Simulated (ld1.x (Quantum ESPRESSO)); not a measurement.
## u(r) = r·R(r): atom against pseudo-atom (S)

Columns: radius, all-electron u(r) and pseudo u(r) of the 3s shell (level -17.46 eV) of sulfur in the configuration [Ne] 3s1.75 3p4.25; LDA (PZ), scalar-relativistic, TM scheme, ld1.x (Quantum ESPRESSO) 7.5.

| r (bohr) | all-electron | pseudo |
| --- | --- | --- |
| 0.068 | 0.2018 | 0.0571 |
| 0.135 | -0.0228 | 0.1101 |
| 0.202 | -0.2521 | 0.1570 |
| 0.270 | -0.3843 | 0.1962 |
| 0.338 | -0.4119 | 0.2264 |
| 0.405 | -0.3612 | 0.2484 |
| 0.473 | -0.2584 | 0.2662 |
| 0.540 | -0.1292 | 0.2838 |
| 0.608 | 0.0132 | 0.3067 |
| 0.675 | 0.1530 | 0.3393 |
| 0.742 | 0.2848 | 0.3855 |
| 0.810 | 0.4059 | 0.4480 |
| 0.878 | 0.5116 | 0.5233 |
| 0.945 | 0.6000 | 0.6015 |
| 1.013 | 0.6739 | 0.6739 |
| 1.080 | 0.7317 | 0.7317 |
| 1.148 | 0.7763 | 0.7763 |
| 1.215 | 0.8078 | 0.8078 |
| 1.283 | 0.8284 | 0.8284 |
| 1.350 | 0.8390 | 0.8390 |
| 1.418 | 0.8413 | 0.8413 |
| 1.485 | 0.8365 | 0.8365 |
| 1.553 | 0.8256 | 0.8256 |
| 1.620 | 0.8100 | 0.8100 |
| 1.688 | 0.7903 | 0.7903 |
| 1.755 | 0.7678 | 0.7678 |

(1) How many radial nodes do the two functions have?

(2) At about which radius was the pseudo-wave matched?

(3) Is the pseudo-wave norm-conserving?

## Answers

(1) The all-electron 3s function has n − l − 1 = 2; the pseudo-wave has 0, since the states of the same l below it are removed with the core.

(2) 1.05 bohr, where the columns begin to agree (steps of 0.07 bohr).

(3) Yes: the TM scheme keeps the norm inside the radius equal to the all-electron one, which fixes the energy derivative of the logarithmic derivative at the level.
